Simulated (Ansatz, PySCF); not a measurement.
C2H5FOSi2, SMILES O=C1C[SiH2][Si@@H]1F. Atoms are numbered in the order given.

```xyz
11

O     -1.7557     1.6801    -0.2579
C     -0.9028     0.8347    -0.3422
C      0.1186     0.6867    -1.4864
Si     1.6253     0.0177    -0.4805
Si    -0.1619    -0.4263     0.9915
F     -0.7794    -1.9347     0.8467
H     -0.2189    -0.1578    -2.1192
H      0.1971     1.5856    -2.1170
H      2.5516     1.0966    -0.0368
H      2.3654    -1.0882    -1.1439
H     -0.2512    -0.0452     2.4276
```

Geometry optimised at B3LYP-D3(BJ)/def2-SVP. The structure was generated by enumeration; whether it is a known compound was not checked.

Two levels are set side by side: PBE-D3(BJ)/def2-SVP (Ansatz, an electronic-structure program) and B3LYP-D3(BJ)/def2-SVP (Ansatz). Each level has its own optimised geometry; the coordinates shown are those of the second. Frequencies come from the Hessian of PySCF at each geometry. Differences are taken from unrounded values.

```json
[
 {"quantity": "mean bond length (Å)", "B3LYP-D3(BJ)": "1.575"},
 {"quantity": "bond O1–C2 (Å)", "B3LYP-D3(BJ)": "1.204"},
 {"quantity": "bond C2–C3 (Å)", "B3LYP-D3(BJ)": "1.541"},
 {"quantity": "bond C2–Si5 (Å)", "B3LYP-D3(BJ)": "1.979"},
 {"quantity": "bond C3–Si4 (Å)", "B3LYP-D3(BJ)": "1.931"},
 {"quantity": "bond Si4–Si5 (Å)", "B3LYP-D3(BJ)": "2.358"},
 {"quantity": "bond Si5–F6 (Å)", "B3LYP-D3(BJ)": "1.636"},
 {"quantity": "bond C3–H7 (Å)", "B3LYP-D3(BJ)": "1.108"},
 {"quantity": "bond C3–H8 (Å)", "B3LYP-D3(BJ)": "1.101"},
 {"quantity": "bond Si4–H9 (Å)", "B3LYP-D3(BJ)": "1.490"},
 {"quantity": "bond Si4–H10 (Å)", "B3LYP-D3(BJ)": "1.487"},
 {"quantity": "bond Si5–H11 (Å)", "B3LYP-D3(BJ)": "1.488"},
 {"quantity": "highest harmonic wavenumber (cm⁻¹)", "B3LYP-D3(BJ)": "3118"},
 {"quantity": "mean harmonic wavenumber (cm⁻¹)", "B3LYP-D3(BJ)": "1042"},
 {"quantity": "zero-point energy (kcal/mol)", "B3LYP-D3(BJ)": "40.21"}
]
```

What does PBE-D3(BJ) give, and how far is it from B3LYP-D3(BJ)? (The exact figures need the calculation; the answer reports its results.)


```
quantity                            PBE-D3(BJ)  PBE-D3(BJ) minus B3LYP-D3(BJ)
----------------------------------  ----------  -----------------------------
mean bond length (Å)                     1.584                          0.009
bond O1–C2 (Å)                           1.213                          0.009
bond C2–C3 (Å)                           1.537                         -0.004
bond C2–Si5 (Å)                          1.995                          0.016
bond C3–Si4 (Å)                          1.938                          0.007
bond Si4–Si5 (Å)                         2.362                          0.004
bond Si5–F6 (Å)                          1.649                          0.013
bond C3–H7 (Å)                           1.116                          0.008
bond C3–H8 (Å)                           1.109                          0.008
bond Si4–H9 (Å)                          1.503                          0.013
bond Si4–H10 (Å)                         1.500                          0.014
bond Si5–H11 (Å)                         1.504                          0.015
highest harmonic wavenumber (cm⁻¹)        3063                            -55
mean harmonic wavenumber (cm⁻¹)           1008                            -34
zero-point energy (kcal/mol)             38.91                          -1.30
```

GGA bonds tend to be longer and softer than those of functionals with exact exchange. Differences between two approximate levels are no errors against the true value.
